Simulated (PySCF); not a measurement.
# Electron correlation in Kr²⁺ (krypton, charge +2)

[Ar] 3d10 4s2 4p3 5s1, high-spin 5S determinant (an excited configuration). Computed with PySCF 2.14 in aug-cc-pVTZ-PP with ECP10MDF (6s5p4d2f, 55 functions), with scalar relativity through the core potential. Frozen: 3s2 3p6 3d10; 6 electrons correlated.

```json
{"level": "CCSD", "correlation energy (mhartree)": "-116.73"}
{"level": "(T)", "correlation energy (mhartree)": "-3.56"}
{"level": "CCSD(T)", "correlation energy (mhartree)": "-120.29"}
```

Diagnostics: T1 = 0.0085, D1 = 0.0295, largest double amplitude 0.043.

Task: Is a single reference adequate?

Result: Yes, within this model without spin-orbit coupling: T1 lies below 0.03 and no double amplitude reaches 0.07.
